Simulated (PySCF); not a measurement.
Compound: CH₈Ge₂.
InChI=1S/CH8Ge2/c2-1-3/h1H2,2-3H3

Level of theory: PBE0-D3(BJ)/def2-SVP geometry optimisation, gas phase in PySCF 2.14.0.

Take the most abundant isotopes and a rigid rotor. 

Q: Give the principal moments of inertia and the rotational constants in GHz.

A: Ia = 31.15, Ib = 434.57, Ic = 449.91 u·Å²; 505379 MHz·u·Å²/I gives 16226, 1163 and 1123 MHz, that is A = 16.226, B = 1.1629, C = 1.1233 GHz.

Q: Classify the top.

A: A near-prolate asymmetric top. Ray's parameter κ = (2B − A − C)/(A − C) = -0.995; −1 is the prolate and +1 the oblate limit.

Q: Is it planar, by Δ = Ic − Ia − Ib?

A: Not planar: Δ = Ic − Ia − Ib = -15.81 u·Å². For a rigid frame Δ = −2 Σ m c², so Σ m c² = 7.90 u·Å² lies off the ab plane, practically all of it from hydrogen. The atom farthest from that plane is 1.27 Å away.

Q: Give the other two planar moments, Paa and Pbb, and the rms extents of the mass along the axes.

A: Paa = Σ m a² = (Ib + Ic − Ia)/2 = 426.67 and Pbb = Σ m b² = (Ia + Ic − Ib)/2 = 23.24 u·Å². With the mass M = 167.90 u, the rms extents √(P/M) along a, b and c are 1.59, 0.37, 0.22 Å.

Q: Predict some low-J microwave lines.

A: The dipole components are |μa| = 0.00 D, |μb| = 0.74 D, |μc| = 0.00 D. Intensities carry the squares of the components, which stand as 0.00 : 1.00 : 0.00 (a : b : c). Some lines, for components of 0.1 D or more:

```
type  branch         J(Ka,Kc)    MHz  lower level (cm⁻¹)
   b       Q  2(1,1) ← 2(0,2)  15142               0.229
   b       R  1(1,1) ← 0(0,0)  17349               0.000
   b       Q  3(2,1) ← 3(1,2)  45130               0.965
   b       Q  2(2,0) ← 2(1,1)  45189               0.734
   b       Q  2(2,1) ← 2(1,2)  45308               0.730
   b       Q  3(2,2) ← 3(1,3)  45367               0.957
   b       R  2(2,1) ← 1(1,0)  49801               0.580
   b       R  2(2,0) ← 1(1,1)  49840               0.579
   b       R  3(2,2) ← 2(1,1)  52047               0.734
   b       R  3(2,1) ← 2(1,2)  52167               0.730
   b       Q  3(3,0) ← 3(2,1)  75413               2.470
   b       R  3(3,1) ← 2(2,0)  82272               2.241
   b       R  3(3,0) ← 2(2,1)  82272               2.241
```

Stationary, but not proved a minimum. These are rigid-rotor constants of the computed structure; measured ground-state constants (B0) also hold zero-point vibration. A rigid rotor knows nothing of internal rotation, which can split or shift real lines.
